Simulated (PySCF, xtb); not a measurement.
C₉H₅N₃S₂, SMILES c1cc(-c2nccs2)c2nsnc2c1.

GFN2-xTB in xtb at its own geometry gives an orbital gap of 1.91 eV and a dipole moment of 0.08 D.

The structure is a stationary point at B3LYP-D3(BJ)/def2-SVP. The structure was generated by enumeration, and PubChem lists no compound with its InChIKey, so it may never have been made. Other conformers were not sampled.

What does PySCF with PBE/def2-SVP give? (Estimate from the structure and the level; the computed values follow.)

gap 2.20 eV (levels -5.55 and -3.35 eV), dipole 0.43 D.
